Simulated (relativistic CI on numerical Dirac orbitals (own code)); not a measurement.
**Electric-dipole lines of Ge XVII**

Calculated at this level of theory: Dirac-Coulomb-Breit CI, KLI orbitals optimised for each configuration, a model potential for QED, unscaled Slater integrals (own radial code, finite nucleus).

Configurations in the expansion (outside the closed core [Ne]): 3s²3p⁴, 3s3p⁵, 3s²3p³3d, 3p⁶, 3s3p⁴3d, 3p⁵3d, 3s3p³3d², 3s²3p³4s, 3s²3p²3d4p, 3p⁵4s, 3s²3p³4p, 3p⁵4p, 3s3p³3d4s, 3s²3p²3d², 3s²3p3d³, 3s3p²3d³, 3s²3p3d²4s, 3s²3p3d²4p, 3p⁴3d², 3p³3d³, 3p³3d²4s, 3p³3d²4p. Double excitations out of closed p, d and f shells are left out; levels of such configurations are missing from the list, as are those of other unlisted configurations, and high levels can miss mixing partners.

| λ vac (Å) | Lower | Upper | A (s⁻¹) | E lower (cm⁻¹) | E upper (cm⁻¹) |
| --- | --- | --- | --- | --- | --- |
| 120.30 | 3s²3p⁴ ³P2 [1] | 3s²3p³3d ³D°2 [43] | 3.62e+10 | 0 | 831272 |
| 121.40 | 3s3p⁵ ¹P°1 [9] | 3s3p⁴3d ¹P1 [146] | 1.14e+11 | 554485 | 1378234 |
| 121.69 | 3s²3p³3d ³F°4 [21] | 3s²3p²3d² ³G5 [177] | 4.45e+10 | 648042 | 1469799 |
| 122.70 | 3s3p⁵ ³P°2 [6] | 3s3p⁴3d ³D3 [99] | 1.55e+11 | 430233 | 1245241 |
| 123.19 | 3s²3p⁴ ³P2 [1] | 3s²3p³3d ³D°3 [40] | 1.79e+11 | 0 | 811785 |
| 123.56 | 3s3p⁵ ³P°1 [7] | 3s3p⁴3d ³D2 [107] | 6.17e+10 | 456073 | 1265418 |
| 123.61 | 3s²3p⁴ ³P0 [2] | 3s²3p³3d ³D°1 [44] | 1.07e+11 | 33760 | 842753 |
| 123.72 | 3s3p⁵ ³P°2 [6] | 3s3p⁴3d ³P2 [96] | 1.19e+11 | 430233 | 1238535 |
| 123.99 | 3s²3p⁴ ¹D2 [4] | 3s²3p³3d ¹F°3 [46] | 2.21e+11 | 75295 | 881829 |
| 124.71 | 3s²3p³3d ³G°3 [22] | 3s²3p²3d² ³F3 [174] | 9.28e+10 | 662443 | 1464298 |
| 124.76 | 3s²3p⁴ ³P1 [3] | 3s²3p³3d ³D°1 [44] | 9.61e+10 | 41185 | 842753 |
| 125.61 | 3s²3p³3d ⁵D°3 [12] | 3s²3p²3d² ⁵D2 [141] | 8.13e+10 | 573574 | 1369662 |
| 125.70 | 3s²3p³3d ⁵D°2 [11] | 3s²3p²3d² ⁵D1 [140] | 1.37e+11 | 573236 | 1368766 |
| 125.82 | 3s²3p³3d ³G°4 [23] | 3s²3p²3d² ³G4 [175] | 5.81e+10 | 670490 | 1465262 |
| 125.92 | 3s²3p⁴ ³P2 [1] | 3s²3p³3d ¹F°3 [39] | 2.87e+10 | 0 | 794130 |
| 126.08 | 3s²3p³3d ⁵D°4 [14] | 3s²3p²3d² ⁵P3 [143] | 1.70e+11 | 578642 | 1371813 |
| 126.33 | 3s²3p⁴ ¹D2 [4] | 3s²3p³3d ¹D°2 [45] | 1.43e+11 | 75295 | 866870 |
| 126.57 | 3s²3p⁴ ³P1 [3] | 3s²3p³3d ³D°2 [43] | 1.44e+11 | 41185 | 831272 |
| 126.65 | 3s²3p³3d ³G°5 [24] | 3s²3p²3d² ³G5 [177] | 1.39e+11 | 680217 | 1469799 |
| 126.83 | 3s²3p³3d ⁵D°2 [11] | 3s²3p²3d² ⁵D3 [136] | 4.39e+10 | 573236 | 1361698 |
| 126.88 | 3s²3p³3d ⁵D°3 [12] | 3s²3p²3d² ⁵D3 [136] | 1.44e+11 | 573574 | 1361698 |
| 127.59 | 3s²3p³3d ⁵D°4 [14] | 3s²3p²3d² ⁵D4 [137] | 1.76e+11 | 578642 | 1362382 |
| 127.68 | 3s²3p⁴ ³P2 [1] | 3s²3p³3d ³P°2 [37] | 1.35e+11 | 0 | 783210 |
| 127.76 | 3s²3p⁴ ³P2 [1] | 3s²3p³3d ³P°1 [36] | 1.42e+11 | 0 | 782732 |
| 127.84 | 3s²3p⁴ ¹S0 [5] | 3s²3p³3d ¹P°1 [47] | 1.76e+11 | 148059 | 930292 |
| 128.11 | 3s²3p³3d ³D°3 [16] | 3s²3p²3d² ³D2 [154] | 9.32e+10 | 619891 | 1400442 |
| 128.17 | 3s²3p⁴ ³P0 [2] | 3s²3p³3d ³P°1 [42] | 5.22e+10 | 33760 | 813955 |
| 128.33 | 3s²3p³3d ⁵D°2 [11] | 3s²3p²3d² ⁵P2 [134] | 7.93e+10 | 573236 | 1352454 |
| 128.98 | 3s²3p³3d ¹G°4 [25] | 3s²3p²3d² ¹G4 [171] | 7.61e+10 | 683157 | 1458459 |
| 129.42 | 3s²3p⁴ ³P1 [3] | 3s²3p³3d ³P°0 [41] | 2.05e+11 | 41185 | 813864 |
| 130.47 | 3s3p⁵ ³P°2 [6] | 3s3p⁴3d ³S1 [86] | 9.63e+10 | 430233 | 1196720 |
| 130.68 | 3s3p⁵ ¹P°1 [9] | 3s²3p²3d² ¹D2 [125] | 7.45e+10 | 554485 | 1319740 |
| 131.54 | 3s²3p³3d ³F°4 [33] | 3s²3p²3d² ³F4 [192] | 7.47e+10 | 743173 | 1503387 |
| 132.50 | 3s²3p³3d ³F°3 [31] | 3s²3p²3d² ³D2 [183] | 1.13e+11 | 729336 | 1484039 |
| 133.10 | 3s²3p³3d ³F°4 [33] | 3s²3p²3d² ³D3 [190] | 1.17e+11 | 743173 | 1494466 |
| 133.53 | 3s²3p⁴ ³P2 [1] | 3s²3p³3d ³P°2 [35] | 2.59e+10 | 0 | 748873 |
| 133.74 | 3s²3p³3d ³G°5 [24] | 3s²3p²3d² ³H6 [163] | 7.10e+10 | 680217 | 1427920 |
| 135.38 | 3s²3p⁴ ¹D2 [4] | 3s²3p³3d ³P°1 [42] | 6.79e+10 | 75295 | 813955 |
| 139.28 | 3s²3p⁴ ¹D2 [4] | 3s²3p³3d ³S°1 [38] | 7.64e+10 | 75295 | 793290 |
| 140.73 | 3s²3p³3d ¹G°4 [25] | 3s²3p²3d² ³H5 [151] | 4.45e+10 | 683157 | 1393748 |
| 140.88 | 3s²3p³3d ³G°5 [24] | 3s²3p²3d² ³F4 [148] | 6.63e+10 | 680217 | 1390023 |
| 141.14 | 3s²3p³3d ⁵D°4 [14] | 3s²3p²3d² ⁵F5 [117] | 4.55e+10 | 578642 | 1287182 |
| 141.62 | 3s²3p³3d ³F°4 [33] | 3s²3p²3d² ³G5 [169] | 5.83e+10 | 743173 | 1449288 |
| 142.11 | 3s²3p³3d ³F°4 [21] | 3s²3p²3d² ³D3 [133] | 5.56e+10 | 648042 | 1351700 |
| 142.46 | 3s²3p³3d ⁵D°3 [12] | 3s²3p²3d² ⁵F4 [112] | 3.20e+10 | 573574 | 1275544 |

Terms are leading LS components. Brackets give the number of a level in order of energy, since labels repeat. The list gives strong lines, with weight on those to low levels, without lines whose two gauges differ by over a factor of 2.5, among the lowest 200 of 3392 levels, so that lines to higher ones, which can be the strongest, are missing. Levels whose partners in the same complex of configurations lie outside the list can be far off, and so can their lines. Rates are taken at the computed energies, electric ones in the length gauge.

At this charge energies of transitions that change n are usually good to better than 1 %, and those within a shell (Δn = 0) to a few per cent.

LS names give the leading component of a level, which can be under half, so a name can repeat, a term be missing and a line seem to break the LS rules.
